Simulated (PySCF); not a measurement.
Compound: C₈H₉N.
Geometry (GFN2-xTB, Å), atoms numbered from 1 in this order:
```
atom  x, y, z in Å
H1     3.049    2.390   -0.559
N2     2.081    2.141   -0.745
C3     1.585    1.283    0.030
C4     0.200    0.848   -0.151
C5    -0.606    0.521    1.081
C6    -2.051    0.267    0.679
C7    -1.579   -0.866   -0.255
C8    -0.136   -0.599    0.183
C9     0.838   -1.604    0.388
C10    1.634   -2.481    0.578
H11    2.116    0.802    0.866
H12   -0.292    1.313   -0.996
H13   -0.270    0.795    2.068
H14   -2.665   -0.090    1.504
H15   -2.552    1.104    0.195
H16   -1.768   -0.724   -1.318
H17   -1.932   -1.851    0.045
H18    2.339   -3.243    0.731
```

Four sets of settings were typed for PySCF runs (density fitting) on one GFN2-xTB geometry. Runs with no stated cap are allowed at least 80 cycles.

Question: One run ended without self-consistency. Which?
A. wB97X/def2-SVPD, fitting basis def2-universal-jkfit, damping 0.1 at the start, DIIS from the seventh cycle
B. PBE0/def2-SVPD
C. PBE0/pcSseg-1
D. PBE0/MINI, DIIS off, at most 77 cycles

Answer: D. The energy swings between two values 8.3 Eh apart, cycle after cycle, with a gradient of 3.8e+00 at cycle 77; DIIS was off. Go back to DIIS. Its energy and orbitals aren't self-consistent and shouldn't be used.

The end of its output:
```
cycle  72  E = -276.0822120120  dE =  8.329e+00  |g| = 3.368e+00  |ddm| = 4.283e+01
cycle  73  E = -284.4109796165  dE = -8.329e+00  |g| = 3.818e+00  |ddm| = 4.283e+01
cycle  74  E = -276.0822120120  dE =  8.329e+00  |g| = 3.368e+00  |ddm| = 4.283e+01
cycle  75  E = -284.4109796165  dE = -8.329e+00  |g| = 3.818e+00  |ddm| = 4.283e+01
cycle  76  E = -276.0822120120  dE =  8.329e+00  |g| = 3.368e+00  |ddm| = 4.283e+01
cycle  77  E = -284.4109796165  dE = -8.329e+00  |g| = 3.818e+00  |ddm| = 4.283e+01
SCF not converged, last energy = -284.4109796165
```

The others met their thresholds:

```csv
settings,basis functions,SCF cycles,E (Eh),HOMO (eV),LUMO (eV),dipole (D)
PBE0/pcSseg-1,198,14,-364.3910,-7.12,-0.09,1.94
PBE0/def2-SVPD,252,14,-364.1937,-7.15,-0.24,2.00
"wB97X/def2-SVPD, fitting basis def2-universal-jkfit, damping 0.1 at the start, DIIS from the seventh cycle",252,15,-364.5339,-9.46,1.97,2.05
```

Cycle counts include a coarse-grid stage where the run had one.
